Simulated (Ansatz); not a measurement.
Ansatz (a quantum-chemistry and plane-wave program) input for Si(F)(OH)2(SMe) (CH5FO2SSi), SMILES O[Si](O)(SC)F, B3LYP-D3(BJ)/def2-SVP. 

Ansatz 0.2 input:
```yaml
crystal:
  periodic: [false, false, false]
  atoms:
    - {symbol: C, position_ang: [-2.32937597, -0.36977181, -0.29403437]}
    - {symbol: S, position_ang: [-1.04776132, 0.85034069, -0.72945104]}
    - {symbol: Si, position_ang: [0.63975334, -0.07315504, 0.15684871]}
    - {symbol: O, position_ang: [0.79722040, -1.56414926, -0.41676914]}
    - {symbol: O, position_ang: [2.00208446, 0.75886380, -0.05230414]}
    - {symbol: F, position_ang: [0.38788383, -0.19528475, 1.74942752]}
    - {symbol: H, position_ang: [-2.39469894, -0.45469201, 0.78544920]}
    - {symbol: H, position_ang: [-2.07709829, -1.32584500, -0.73926574]}
    - {symbol: H, position_ang: [-3.26503459, 0.00041153, -0.69903836]}
    - {symbol: H, position_ang: [1.58750494, -2.07206866, -0.24714394]}
    - {symbol: H, position_ang: [2.04782346, 1.68939065, 0.14727850]}
basis:
  gaussian:
    orbitals: def2-SVP
hamiltonian:
  xc: b3lyp
  dispersion: d3bj
relax: {f_tol: 0.002, max_steps: 200}
```

Output:

```
WARN ansatz: RAYON_NUM_THREADS=1 ignored (pool sized by the plan → 1); use --threads N
Functional definition: B3LYP
integrals: 0.07 GiB planned
1193 factors; integrals over basis functions are off by at most 4.0e-4 eV
mean field: 0.58 GiB planned
mean field evaluation 1: about -26624.6363 eV, gradient 8.1e1 eV
mean field evaluation 2: about -26611.1680 eV, gradient 1.2e2 eV
mean field evaluation 4: about -26636.1848 eV, gradient 3.6e0 eV
mean field evaluation 8: about -26636.2193 eV, gradient 7.3e-2 eV
mean field evaluation 16: about -26636.2193 eV, gradient 3.6e-5 eV
mean field -26636.21926510 eV, -978.8630033147 hartree, gradient 3.6e-5 eV, S^2 0.000000; 0 other end points of the search recorded, 0 dependent functions left out
the calculation of the forces begins
reference -26636.21950422 eV, -978.8630121019 hartree; 33, 33 occupied and 84, 84 virtual orbitals, 1193 factors
relax step   1: F+E_penalty+E_count = -26636.68810867 eV  Δ(F+E_penalty+E_count) = +0.000e0 eV  max|allowed force component| = 1.085e0 eV/Å  Δτ_max = 0.0000 Å  (26 SCF iters, accepted)
these checks for a lower state are left out or cut short: starts, cluster_reference, orbital_swaps, neighbouring_geometries, increment
integrals: 0.07 GiB planned
1193 factors; integrals over basis functions are off by at most 3.9e-4 eV
mean field: 0.58 GiB planned
mean field -26636.27930609 eV, -978.8652097802 hartree, gradient 8.7e-5 eV, S^2 0.000000; 0 other end points of the search recorded, 0 dependent functions left out
the calculation of the forces begins
reference -26636.27954477 eV, -978.8652185517 hartree; 33, 33 occupied and 84, 84 virtual orbitals, 1193 factors
relax step   2: F+E_penalty+E_count = -26636.74854628 eV  Δ(F+E_penalty+E_count) = -6.044e-2 eV  max|allowed force component| = 6.299e-1 eV/Å  Δτ_max = 0.0401 Å  (26 SCF iters, accepted)
these checks for a lower state are left out or cut short: starts, cluster_reference, orbital_swaps, neighbouring_geometries, increment
integrals: 0.07 GiB planned
1193 factors; integrals over basis functions are off by at most 3.8e-4 eV
mean field: 0.58 GiB planned
mean field -26636.30358818 eV, -978.8661021305 hartree, gradient 8.4e-5 eV, S^2 0.000000; 0 other end points of the search recorded, 0 dependent functions left out
the calculation of the forces begins
reference -26636.30382836 eV, -978.8661109570 hartree; 33, 33 occupied and 84, 84 virtual orbitals, 1193 factors
relax step   3: F+E_penalty+E_count = -26636.76879822 eV  Δ(F+E_penalty+E_count) = -2.025e-2 eV  max|allowed force component| = 1.438e-1 eV/Å  Δτ_max = 0.0734 Å  (25 SCF iters, accepted)
these checks for a lower state are left out or cut short: starts, cluster_reference, orbital_swaps, neighbouring_geometries, increment
integrals: 0.07 GiB planned
1193 factors; integrals over basis functions are off by at most 3.8e-4 eV
mean field: 0.58 GiB planned
mean field evaluation 32: about -26636.3080 eV, gradient 6.8e-6 eV
mean field -26636.30800219 eV, -978.8662643426 hartree, gradient 6.7e-6 eV, S^2 0.000000; 0 other end points of the search recorded, 0 dependent functions left out
the calculation of the forces begins
reference -26636.30824171 eV, -978.8662731446 hartree; 33, 33 occupied and 84, 84 virtual orbitals, 1193 factors
relax step   4: F+E_penalty+E_count = -26636.77411332 eV  Δ(F+E_penalty+E_count) = -5.315e-3 eV  max|allowed force component| = 8.208e-2 eV/Å  Δτ_max = 0.0292 Å  (28 SCF iters, accepted)
these checks for a lower state are left out or cut short: starts, cluster_reference, orbital_swaps, neighbouring_geometries, increment
integrals: 0.07 GiB planned
1193 factors; integrals over basis functions are off by at most 3.7e-4 eV
mean field: 0.58 GiB planned
mean field -26636.31461105 eV, -978.8665072135 hartree, gradient 8.7e-6 eV, S^2 0.000000; 0 other end points of the search recorded, 0 dependent functions left out
the calculation of the forces begins
reference -26636.31485009 eV, -978.8665159982 hartree; 33, 33 occupied and 84, 84 virtual orbitals, 1193 factors
relax step   5: F+E_penalty+E_count = -26636.78123385 eV  Δ(F+E_penalty+E_count) = -7.121e-3 eV  max|allowed force component| = 1.433e-1 eV/Å  Δτ_max = 0.0604 Å  (29 SCF iters, accepted)
these checks for a lower state are left out or cut short: starts, cluster_reference, orbital_swaps, neighbouring_geometries, increment
integrals: 0.07 GiB planned
1193 factors; integrals over basis functions are off by at most 3.6e-4 eV
mean field: 0.58 GiB planned
mean field -26636.31851474 eV, -978.8666506714 hartree, gradient 7.3e-6 eV, S^2 0.000000; 0 other end points of the search recorded, 0 dependent functions left out
the calculation of the forces begins
reference -26636.31875386 eV, -978.8666594590 hartree; 33, 33 occupied and 84, 84 virtual orbitals, 1193 factors
relax step   6: F+E_penalty+E_count = -26636.78472058 eV  Δ(F+E_penalty+E_count) = -3.487e-3 eV  max|allowed force component| = 1.411e-1 eV/Å  Δτ_max = 0.0542 Å  (28 SCF iters, accepted)
these checks for a lower state are left out or cut short: starts, cluster_reference, orbital_swaps, neighbouring_geometries, increment
integrals: 0.07 GiB planned
1193 factors; integrals over basis functions are off by at most 3.6e-4 eV
mean field: 0.58 GiB planned
mean field -26636.32079052 eV, -978.8667343048 hartree, gradient 6.9e-6 eV, S^2 0.000000; 0 other end points of the search recorded, 0 dependent functions left out
the calculation of the forces begins
reference -26636.32102948 eV, -978.8667430867 hartree; 33, 33 occupied and 84, 84 virtual orbitals, 1193 factors
relax step   7: F+E_penalty+E_count = -26636.78650621 eV  Δ(F+E_penalty+E_count) = -1.786e-3 eV  max|allowed force component| = 1.962e-2 eV/Å  Δτ_max = 0.0279 Å  (29 SCF iters, accepted)
these checks for a lower state are left out or cut short: starts, cluster_reference, orbital_swaps, neighbouring_geometries, increment
integrals: 0.07 GiB planned
1193 factors; integrals over basis functions are off by at most 3.7e-4 eV
mean field: 0.58 GiB planned
mean field -26636.32113998 eV, -978.8667471472 hartree, gradient 6.6e-6 eV, S^2 0.000000; 0 other end points of the search recorded, 0 dependent functions left out
the calculation of the forces begins
reference -26636.32137903 eV, -978.8667559322 hartree; 33, 33 occupied and 84, 84 virtual orbitals, 1193 factors
relax step   8: F+E_penalty+E_count = -26636.78660841 eV  Δ(F+E_penalty+E_count) = -1.022e-4 eV  max|allowed force component| = 8.373e-3 eV/Å  Δτ_max = 0.0113 Å  (29 SCF iters, accepted)
these checks for a lower state are left out or cut short: starts, cluster_reference, orbital_swaps, neighbouring_geometries, increment
integrals: 0.07 GiB planned
1193 factors; integrals over basis functions are off by at most 3.7e-4 eV
mean field: 0.58 GiB planned
mean field evaluation 64: about -26636.3210 eV, gradient 4.0e-4 eV
mean field -26636.32103198 eV, -978.8667431785 hartree, gradient 1.2e-5 eV, S^2 0.000000; 0 other end points of the search recorded, 0 dependent functions left out
the calculation of the forces begins
reference -26636.32127103 eV, -978.8667519632 hartree; 33, 33 occupied and 84, 84 virtual orbitals, 1193 factors
relax step   9: F+E_penalty+E_count = -26636.78656428 eV  Δ(F+E_penalty+E_count) = +4.413e-5 eV  max|allowed force component| = 7.051e-2 eV/Å  Δτ_max = 0.0058 Å  (24 SCF iters, rejected (line search))
these checks for a lower state are left out or cut short: starts, cluster_reference, orbital_swaps, neighbouring_geometries, increment
integrals: 0.07 GiB planned
1193 factors; integrals over basis functions are off by at most 3.7e-4 eV
mean field: 0.58 GiB planned
mean field -26636.32109679 eV, -978.8667455601 hartree, gradient 1.3e-5 eV, S^2 0.000000; 0 other end points of the search recorded, 0 dependent functions left out
the calculation of the forces begins
reference -26636.32133584 eV, -978.8667543451 hartree; 33, 33 occupied and 84, 84 virtual orbitals, 1193 factors
relax step  10: F+E_penalty+E_count = -26636.78663003 eV  Δ(F+E_penalty+E_count) = -2.162e-5 eV  max|allowed force component| = 3.299e-3 eV/Å  Δτ_max = 0.0028 Å  (23 SCF iters, accepted)
these checks for a lower state are left out or cut short: starts, cluster_reference, orbital_swaps, neighbouring_geometries, increment
integrals: 0.07 GiB planned
1193 factors; integrals over basis functions are off by at most 3.7e-4 eV
mean field: 0.58 GiB planned
mean field -26636.32100744 eV, -978.8667422764 hartree, gradient 9.6e-6 eV, S^2 0.000000; 0 other end points of the search recorded, 0 dependent functions left out
the calculation of the forces begins
reference -26636.32124646 eV, -978.8667510604 hartree; 33, 33 occupied and 84, 84 virtual orbitals, 1193 factors
relax step  11: F+E_penalty+E_count = -26636.78663340 eV  Δ(F+E_penalty+E_count) = -3.373e-6 eV  max|allowed force component| = 3.614e-3 eV/Å  Δτ_max = 0.0034 Å  (23 SCF iters, accepted)
these checks for a lower state are left out or cut short: starts, cluster_reference, orbital_swaps, neighbouring_geometries, increment
integrals: 0.07 GiB planned
1193 factors; integrals over basis functions are off by at most 3.7e-4 eV
mean field: 0.58 GiB planned
mean field -26636.32104605 eV, -978.8667436955 hartree, gradient 5.7e-5 eV, S^2 0.000000; 0 other end points of the search recorded, 0 dependent functions left out
the calculation of the forces begins
reference -26636.32128508 eV, -978.8667524798 hartree; 33, 33 occupied and 84, 84 virtual orbitals, 1193 factors
relax step  12: F+E_penalty+E_count = -26636.78663800 eV  Δ(F+E_penalty+E_count) = -4.596e-6 eV  max|allowed force component| = 1.565e-3 eV/Å  Δτ_max = 0.0018 Å  (19 SCF iters, accepted)
integrals: 0.07 GiB planned
1193 factors; integrals over basis functions are off by at most 3.7e-4 eV
mean field: 0.58 GiB planned
mean field evaluation 96: about -26636.3210 eV, gradient 1.5e-3 eV
mean field -26636.32104605 eV, -978.8667436955 hartree, gradient 5.7e-5 eV, S^2 0.000000; 1 other end points of the search recorded, 0 dependent functions left out
the calculation of the forces begins
reference -26636.32128508 eV, -978.8667524798 hartree; 33, 33 occupied and 84, 84 virtual orbitals, 1193 factors
Total energy: -26636.78687703 eV, -978.8838626683 hartree
Atom 0 at    -2.336255    -0.326626    -0.251856 Å, force     0.000087    -0.000030     0.000351 eV/Å
Atom 1 at    -1.004582     0.751995    -0.933153 Å, force    -0.000829     0.000759    -0.000387 eV/Å
Atom 2 at     0.647526    -0.122327     0.055714 Å, force     0.001278    -0.001565     0.000206 eV/Å
Atom 3 at     0.982070    -1.605277    -0.566615 Å, force    -0.000210     0.000290     0.000144 eV/Å
Atom 4 at     1.985182     0.830457    -0.058458 Å, force    -0.001360     0.000528     0.000555 eV/Å
Atom 5 at     0.263587    -0.309272     1.628007 Å, force     0.000141    -0.000416    -0.000245 eV/Å
Atom 6 at    -2.338893    -0.291939     0.845210 Å, force    -0.000073     0.000025    -0.000095 eV/Å
Atom 7 at    -2.207204    -1.361090    -0.597193 Å, force    -0.000018     0.000208    -0.000142 eV/Å
Atom 8 at    -3.285428     0.069387    -0.635485 Å, force    -0.000063     0.000072    -0.000164 eV/Å
Atom 9 at     1.702628    -2.101892    -0.158839 Å, force     0.000260    -0.000809     0.000281 eV/Å
Atom 10 at     1.939672     1.710625     0.333665 Å, force     0.000788     0.000936    -0.000506 eV/Å
Dipole moment:     0.008135    -0.011828     0.204724 e Å
```

The run converged.

Cost: around 80 core-seconds (rough).
